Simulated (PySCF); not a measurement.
Br2Si, charge +1, doublet, at a GFN2-xTB geometry (a state made from the parent by changing its charge; the spin is typed, not shown lowest); B3LYP/6-31G* (PySCF).

Here is a job for PySCF.
```python
from pyscf import gto, scf, dft

mol = gto.Mole()
mol.atom = '''
    Si   -0.01521577   -0.00237586    0.77983544
    Br    1.07276535   -1.63797801   -0.14008693
    Br   -1.06667904    1.63892835   -0.17184725
'''
mol.basis = '6-31g*'
mol.charge = 1
mol.spin = 1
mol.verbose = 4
mol.build()

mf = dft.UKS(mol)
mf.xc = 'b3lyp'
mf.grids.atom_grid = (99, 590)
mf.grids.prune = None
mf.kernel()
```

What the program printed (banner, timings and long lists left out):

```
PySCF version 2.14.0

[INPUT] verbose = 4
[INPUT] num. atoms = 3
[INPUT] num. electrons = 83
[INPUT] charge = 1
[INPUT] spin (= nelec alpha-beta = 2S) = 1
[INPUT] symmetry False subgroup None
[INPUT] Mole.unit = angstrom
[INPUT] Symbol           X                Y                Z      unit          X                Y                Z       unit  Magmom
[INPUT]  1 Si    -0.015215770000  -0.002375860000   0.779835440000 AA   -0.028753638074  -0.004489724710   1.473675403830 Bohr   0.0
[INPUT]  2 Br     1.072765350000  -1.637978010000  -0.140086930000 AA    2.027232707423  -3.095329836960  -0.264725931331 Bohr   0.0
[INPUT]  3 Br    -1.066679040000   1.638928350000  -0.171847250000 AA   -2.015731248414   3.097125719285  -0.324744237760 Bohr   0.0

nuclear repulsion = 404.716227187039
number of shells = 32
number of NR pGTOs = 241
number of NR cGTOs = 82
basis = 6-31g*
ecp = {}

******** <class 'pyscf.dft.uks.UKS'> ********
method = UKS
initial guess = minao
damping factor = 0
level_shift factor = 0
DIIS = <class 'pyscf.scf.diis.CDIIS'>
diis_start_cycle = 1
diis_space = 8
diis_damp = 0
SCF conv_tol = 1e-09
SCF conv_tol_grad = None
SCF max_cycles = 50
direct_scf = True
direct_scf_tol = 1e-13
number electrons alpha = 42  beta = 41
XC library pyscf.dft.libxc version 7.1.2
    S. Lehtola, C. Steigemann, M. J. T. Oliveira, and M. A. L. Marques,  SoftwareX 7, 1–5 (2018)
XC functionals = b3lyp
    P. J. Stephens, F. J. Devlin, C. F. Chabalowski, and M. J. Frisch,  J. Phys. Chem. 98, 11623 (1994)
radial grids:
    Treutler-Ahlrichs [JCP 102, 346 (1995); DOI:10.1063/1.469408] (M4) radial grids

becke partition: Becke, JCP 88, 2547 (1988); DOI:10.1063/1.454033
pruning grids: None
grids dens level: 3
symmetrized grids: False
atomic radii adjust function: <function treutler_atomic_radii_adjust>
User specified grid scheme (99, 590)
small_rho_cutoff = 0
Set gradient conv threshold to 3.16228e-05
tot grids = 175232
init E= -5435.47414329428

cycle= 1 E= -5436.8820758995  delta_E= -1.41  |g|= 0.299  |ddm|= 1.62
cycle= 2 E= -5436.68140534212  delta_E= 0.201  |g|= 0.605  |ddm|= 1.37
cycle= 3 E= -5436.95602816624  delta_E= -0.275  |g|= 0.0855  |ddm|= 0.886
cycle= 4 E= -5436.95782057797  delta_E= -0.00179  |g|= 0.0138  |ddm|= 0.0968
cycle= 5 E= -5436.95791585663  delta_E= -9.53e-05  |g|= 0.00171  |ddm|= 0.022
cycle= 6 E= -5436.95792167782  delta_E= -5.82e-06  |g|= 0.000721  |ddm|= 0.00837
cycle= 7 E= -5436.95792245413  delta_E= -7.76e-07  |g|= 0.000156  |ddm|= 0.00271
cycle= 8 E= -5436.95792249816  delta_E= -4.4e-08  |g|= 6.22e-05  |ddm|= 0.000629
cycle= 9 E= -5436.95792250533  delta_E= -7.17e-09  |g|= 1.14e-05  |ddm|= 0.000274
cycle= 10 E= -5436.95792250561  delta_E= -2.77e-10  |g|= 3.31e-06  |ddm|= 5.97e-05
Extra cycle  E= -5436.9579225056  delta_E= 5.46e-12  |g|= 2.65e-06  |ddm|= 8.9e-06
converged SCF energy = -5436.9579225056  <S^2> = 0.75465998  2S+1 = 2.0046546
```
